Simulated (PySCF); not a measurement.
Cl2HSi, SMILES Cl[SiH]Cl, multiplicity 2.

The structure is a stationary point at PBE0-D3(BJ)/def2-TZVP. The isomer is the one that the SMILES or the coordinates give; other isomers of the formula were not compared.

These are B3LYP/def2-TZVPD run with PySCF values and carry that method's errors.

The total energy comes out as -1210.63115 hartree. The point group is Cs. The α spin, highest occupied and lowest empty level is -6.52 and -0.57 eV and the β spin, highest occupied and lowest empty level comes out as -9.23 and -3.52 eV. The dipole moment comes out as 1.03 D. The quadrupole, principal values (traceless, Buckingham form, about the centre of nuclear charge) is -2.21, 0.22, 1.99 D·Å and the mean static polarisability comes out as 57.9 bohr³ (8.58 Å³). The polarisability, principal values is 47.4, 56.2, 70.2 bohr³ and the ⟨S²⟩ is 0.752 (pure state 0.75).
